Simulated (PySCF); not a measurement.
## Ionisation energy along the 9-electron series

Calculated with PySCF 2.14 and a two-component X2C-1e Hamiltonian (Gaussian nucleus, no Breit or QED terms), each ion in its own even-tempered basis scaled to its charge; GMP2 freezes nothing and drops the highest virtual spinors. Values in eV. NIST values: (m) measured, (s) semi-empirical, (t) theoretical.

```json
{"ion": "As²⁴⁺", "configuration": "[He] 2s2 2p5", "GHF (spin-free)": "2492.1", "GMP2 (spin-free)": "2493.7", "GHF (screened spin-orbit)": "2483.2", "GMP2 (screened spin-orbit)": "2484.7", "NIST": "2486 ± 4 (s)"}
{"ion": "Br²⁶⁺", "configuration": "[He] 2s2 2p5", "GHF (spin-free)": "2879.3", "GMP2 (spin-free)": "2880.9", "GHF (screened spin-orbit)": "2867.1", "GMP2 (screened spin-orbit)": "2868.6", "NIST": "2869 ± 5 (s)"}
```

(1) Fill in the row of Se²⁵⁺.

Results:

(1) configuration: [He] 2s2 2p5; GHF (spin-free): 2682.2; GMP2 (spin-free): 2683.7; GHF (screened spin-orbit): 2671.7; GMP2 (screened spin-orbit): 2673.2; NIST: 2674 ± 5 (s).
